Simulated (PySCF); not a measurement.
Species: C₂H₉AsGe.
Z-matrix (Å and degrees, PBE0-D3(BJ)/def2-SVP geometry), rows numbered from 1:
```
C 
C   1  1.5168
As  2  1.9873  1  117.96
Ge  3  2.4242  2   98.53  1   -49.45
H   1  1.1025  2  111.03  3  -176.99
H   1  1.1011  2  111.94  3    63.25
H   1  1.1012  2  111.50  3   -56.99
H   2  1.1023  1  110.83  3   120.39
H   2  1.1023  1  111.26  3  -121.87
H   3  1.5280  2   95.68  1    44.49
H   4  1.5410  3  114.45  2    66.37
H   4  1.5400  3  108.56  2  -172.27
H   4  1.5423  3  108.01  2   -54.74
```

The closed-shell ground state was solved at several levels (PySCF, density fitting, gas phase). Relativistic effects, spin–orbit coupling among them, are left out although an element past zinc is present.

```csv
level,basis functions,HOMO (eV),LUMO (eV),gap (eV),dipole (D)
OPBE/pcSseg-1,161,-5.93,-0.40,5.53,1.25
wB97X-D/pcSseg-1,161,-8.74,1.92,10.66,1.21
KT2/pcSseg-1,161,-6.01,-0.71,5.30,1.19
B97-2/pcSseg-1,161,-6.77,0.20,6.97,1.22
mPW1PW91/pcSseg-1,161,-7.02,0.22,7.24,1.23
BP86/pcSseg-1,161,-6.06,-0.72,5.34,1.24
CAM-B3LYP/pcSseg-1,161,-8.20,1.25,9.45,1.14
LDA/pcSseg-1,161,-6.05,-0.82,5.23,1.24
PBE0/STO-3G,55,-4.29,5.01,9.30,1.01
LC-wPBE/pcSseg-1,161,-9.50,2.36,11.86,1.22
BHandHLYP/pcSseg-1,161,-7.89,1.15,9.04,1.17
PBE/pcSseg-1,161,-5.94,-0.59,5.35,1.21
```

(1) What might PBE0/def2-TZVP (212 basis functions) give for the same quantities?

(2) Over all these levels, which gives the widest orbital gap and which the narrowest?

(3) In the pcSseg-1 basis, how does the gap go with the fixed share of exact exchange?

(4) How far do the dipole and the HOMO energy spread over the levels?

Results:

(1) HOMO -6.92 eV, LUMO 0.14 eV, gap 7.06 eV, dipole 1.20 D.

(2) LC-wPBE/pcSseg-1 (range-separated hybrid) has the widest, 11.86 eV, and LDA/pcSseg-1 (LDA) the narrowest, 5.23 eV. The two share the basis. From the narrowest to the widest the HOMO moves by -3.45 eV and the LUMO by +3.18 eV.

(3) LDA (0 %) 5.23 eV; KT2 (0 %) 5.30 eV; BP86 (0 %) 5.34 eV; PBE (0 %) 5.35 eV; OPBE (0 %) 5.53 eV; B97-2 (21 %) 6.97 eV; mPW1PW91 (25 %) 7.24 eV; BHandHLYP (50 %) 9.04 eV. Each rise in the share widens the gap here.

(4) The dipole runs from 1.01 to 1.25 D (mean 1.19 D) and the HOMO from -9.50 to -4.29 eV.

One conformer stands for the species.
